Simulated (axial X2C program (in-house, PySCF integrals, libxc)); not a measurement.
## Outer orbitals of NaBr⁺ at 2.922 Å, HF

Computed with an in-house relativistic program for diatomic molecules. Spin-free means the one-electron spin-free X2C Hamiltonian; two-component (2c) means X2C with spin–orbit coupling and atomic mean-field two-electron Coulomb and Gaunt terms, so the difference of the two also holds small scalar two-electron terms. Basis: Br dyall-cv3z [8s9p6d4f1g], Na dyall-cv3z [9s8p5d2f] (cores contracted in-house); Gaussian nuclei, density fitting, unrestricted open shells. Masses: Br 78.918 u, Na 22.990 u.

The distance is close to the 2c PBE0 minimum; the highest filled and lowest empty levels are listed.

Spin-free orbitals, state M_S = 1/2, Λ = 1 (beyond evenly filled blocks: π+α, π+β, π-α) (Löwdin shares):

```
symmetry  occupied  ε (eV)            atomic character
      σα       yes  -34.25  91% Br s, 4% Na p, 3% Na d
      σβ       yes  -31.29  91% Br s, 4% Na p, 4% Na d
     π+α       yes  -18.13                    98% Br p
     π-α       yes  -18.13                    98% Br p
      σα       yes  -17.56  93% Br p, 3% Na p, 2% Na s
      σβ       yes  -17.01  92% Br p, 3% Na p, 2% Na s
     π+β       yes  -16.35                    97% Br p
     π-β        no   -6.23  92% Br p, 5% Na p, 4% Na d
      σα        no   -4.31           90% Na s, 7% Na p
      σβ        no   -4.30           89% Na s, 8% Na p
     π-α        no   -2.69                    98% Na p
     π+α        no   -2.69                    98% Na p
```

Spinors with spin–orbit coupling (state Ω = 3/2):

```
   ω  occupied  ε (eV)            atomic character    λ mixture
 1/2       yes  -34.21  91% Br s, 4% Na p, 3% Na d       100% σ
-1/2       yes  -31.29  91% Br s, 4% Na p, 4% Na d       100% σ
-1/2       yes  -18.35                    98% Br p  96% π, 4% σ
 3/2       yes  -17.90                    98% Br p       100% π
 1/2       yes  -17.60  93% Br p, 3% Na p, 2% Na s  94% σ, 6% π
-1/2       yes  -16.93  92% Br p, 3% Na p, 2% Na s  96% σ, 4% π
 1/2       yes  -16.46                    97% Br p  94% π, 6% σ
-3/2        no   -6.10  91% Br p, 5% Na p, 4% Na d       100% π
 1/2        no   -4.31           90% Na s, 7% Na p       100% σ
-1/2        no   -4.30           89% Na s, 8% Na p       100% σ
-1/2        no   -2.69                    98% Na p       100% π
 3/2        no   -2.68                    98% Na p       100% π
```

Question: How does the gap between the highest filled and lowest empty level change from the spin-free to the 2c table?

Answer: From 10.12 to 10.36 eV at HF, a change of 0.24 eV.

Mulliken charges and populations of the two-component result (they depend on the basis, above all on diffuse functions):

Br 0.08 e (s 8.00 p 16.91 d 10.01), Na 0.92 e (s 4.03 p 6.03 d 0.02). ⟨Lz⟩ = 1.00 ħ and ⟨Sz⟩ = 0.50 ħ (0.50 and 0.00 on the two atoms), which add up to Ω.

Occupations by symmetry block were frozen at the best pattern of an incomplete PBE0 search. PBE0 can misorder states that lie within some tenths of an eV, so this need not be the ground state of the molecule. The nearest other spin-free determinant of the search, M_S = 1/2, Λ = 0, lies 0.42 eV up at the distance of the search.
